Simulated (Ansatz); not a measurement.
**Ligand exchange: Si(CH3)(SiH3)F2 + BH(CH3)(SiH3) → Si(CH3)(SiH3)2F + BH(CH3)F**

Species: Si(CH3)(SiH3)F2, singlet; BH(CH3)(SiH3), singlet; Si(CH3)(SiH3)2F, singlet; BH(CH3)F, singlet. The partners trade F for SiH3: Si–F and B–SiH3 bonds give way to Si–SiH3 and B–F.

Shapes, held fixed at every level: PBE0-D4/def2-TZVP. Programs: Ansatz 0.2.0. Electronic energies: no zero-point or thermal term.

(1) Estimate ΔE of this reaction.

Answers

(1) The highest level, CCSD(T)/CBS estimate, gives ΔE = -12.9 kJ/mol; the levels span -23.8 to -6.0. The column of differences is taken from that level and isn't an error. No measured value is set beside it here. The CBS estimate extrapolates MP2 from def2-TZVPP and def2-QZVPP and adds CCSD(T) − MP2 in the triple-zeta set, cores frozen.

```
               level                    kind  ΔE (kJ/mol)  less CCSD(T)/CBS estimate
       HF/def2-TZVPP            Hartree–Fock         -6.0                       +6.9
 B3LYP-D4/def2-TZVPP           global hybrid        -19.2                       -6.3
  PBE0-D4/def2-TZVPP           global hybrid        -23.8                      -10.9
  wB97X-V/def2-TZVPP  range-separated hybrid        -16.0                       -3.1
   B2PLYP/def2-TZVPP           double hybrid        -14.7                       -1.8
     CCSD/def2-TZVPP   coupled cluster or CI        -12.5                       +0.4
CCSD(T)/CBS estimate   coupled cluster or CI        -12.9                        0.0
```
